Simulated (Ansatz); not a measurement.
A run for Ansatz (an electronic-structure program): U-wB97X-V/cc-pVTZ on C2H5B (SMILES BC=C), a point of a bond scan (R = 0.868 Å).

Ansatz 0.2 input:
```yaml
crystal:
  periodic: [false, false, false]
  atoms:
    - {symbol: B, position_ang: [-0.19234175, 0.13481091, 1.34229151]}
    - {symbol: H, position_ang: [-0.50441493, 1.28521043, 1.41149558]}
    - {symbol: H, position_ang: [-0.13703202, -0.51541306, 2.34021942]}
    - {symbol: C, position_ang: [0.12716890, -0.46653708, -0.03328683]}
    - {symbol: C, position_ang: [0.06087359, 0.27672265, -1.14769155]}
    - {symbol: H, position_ang: [0.41541955, -1.50959045, -0.14140796]}
    - {symbol: H, position_ang: [0.23662720, -0.03955140, -1.93719861]}
    - {symbol: H, position_ang: [-0.22108437, 1.32324500, -1.10131893]}
basis:
  gaussian:
    orbitals: cc-pVTZ
hamiltonian:
  xc: {name: wB97X-V}
magnetization: {spin_polarized: true, initial_magnetization: 0}
```

Program output:

```
WARN ansatz: RAYON_NUM_THREADS=1 ignored (pool sized by the plan → 1); use --threads N
Functional definition: wB97X-V
integrals: 0.07 GiB planned
840 factors; their error is unknown
integrals: 0.10 GiB planned
222 factors; integrals over basis functions are off by at most 1.5e-5 eV
mean field: 0.89 GiB planned
mean field evaluation 1: about -2827.0290 eV, gradient 2.3e1 eV
mean field evaluation 2: about -2828.4799 eV, gradient 1.4e1 eV
mean field evaluation 4: about -2829.3346 eV, gradient 4.0e-1 eV
mean field evaluation 8: about -2829.3276 eV, gradient 2.0e-1 eV
mean field evaluation 16: about -2829.3277 eV, gradient 4.6e-5 eV
mean field -2829.32772225 eV, -103.9758760056 hartree, gradient 4.6e-5 eV, S^2 0.000000; 0 other end points of the search recorded, 0 dependent functions left out
reference -2829.32772049 eV, -103.9758759408 hartree; 11, 11 occupied and 149, 149 virtual orbitals, 840 factors
Total energy: -2829.32772049 eV, -103.9758759408 hartree
```

Self-consistency was reached.

Cost: roughly 16 core-seconds.
